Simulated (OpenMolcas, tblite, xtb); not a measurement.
A ladder of methods for GaH2ClO (SMILES [OH][GaH][Cl])

GaH2ClO: 5 atoms, total charge 0, spin state singlet. As SMILES, `[OH][GaH][Cl]`. The shape is that of a PBE0-D4/def2-TZVP optimisation. This is one conformer, not always the lowest.

Each level gives the vertical energy of the triplet above the singlet (eV). The values are calculated.

```csv
level,kind,program,value (eV),CPU time (all runs)
GFN2-xTB,semi-empirical,xtb,5.14,under 2 s
IPEA1-xTB,semi-empirical,tblite,5.80,under 2 s
HF/def2-SVPD,Hartree–Fock,OpenMolcas,6.74,1.7 min
BLYP/def2-SVPD,GGA,OpenMolcas,5.77,2.3 min
r2SCAN/def2-SVPD,meta-GGA,OpenMolcas,6.02,3.4 min
M06-2X/def2-SVPD,hybrid meta-GGA,OpenMolcas,6.68,3.4 min
```

All-electron rows without a relativistic Hamiltonian named are non-relativistic. The values span 5.14 to 6.74 eV. The xTB rows lack spin polarisation, so open shells miss the exchange term that lowers them. Times are those of the runs behind each value, whatever else they computed, on shared processors of several kinds: orders of magnitude only.
